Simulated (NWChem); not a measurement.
# C$_{4}$H$_{4}$F$_{2}$; SMILES C(C#CC)(F)F

```xyz
10

C      2.9162     0.5955     0.0215
C      1.4768     0.3997    -0.0239
C      0.2667     0.2235    -0.0517
C     -1.1859     0.0591    -0.1273
F     -1.7634     0.2607     1.1001
F     -1.5120    -1.2079    -0.5383
H      3.2507     0.8565     1.0470
H      3.2337     1.4140    -0.6574
H      3.4535    -0.3262    -0.2841
H     -1.6487     0.7788    -0.8434
```
Atoms are numbered in this order, from 1.

Program: NWChem. Pople sets run with spherical d functions. Geometry: optimised at PBE-D3(BJ)/def2-SVP. Atomic charges in e: unrestrained fits to the electrostatic potential beside Mulliken populations; buried atoms are poorly determined by the fit.

For level Hartree-Fock/6-31G*:

```yaml
Mulliken C1: -0.56
Mulliken C2: -0.01
Mulliken C4: 0.80
Mulliken F5: -0.44
```

### Question
How do the values read with level B3LYP/def2-SVP instead?

### Answer
| Quantity | Value |
|---|---|
| Mulliken C1 | 0.05 |
| Mulliken C2 | -0.16 |
| Mulliken C4 | 0.47 |
| Mulliken F5 | -0.22 |
